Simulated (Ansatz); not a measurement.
The cluster Si₂S₂⁻. The state is a doublet with charge -1. Geometry relaxed at PBE0-D4/def2-TZVPD.

```xyz
4

Si   -0.915    0.387    1.151
Si    0.915   -0.387   -1.150
S    -0.980   -1.169   -0.387
S     0.980    1.169    0.387
```

The structure comes from a short search, and lower isomers may exist.

(1) Estimate the harmonic wavenumbers at UKS PBE0-D4/def2-TZVPD (Ansatz, unscaled). Is this a minimum?

Answers

(1) 139, 259, 338, 399, 453, 480 cm⁻¹. Yes, no mode is imaginary beyond noise. Zero-point energy 12.4 kJ/mol. It took 76 s on 4 threads of Intel Xeon on a shared host, peak host memory 0.7 GiB.
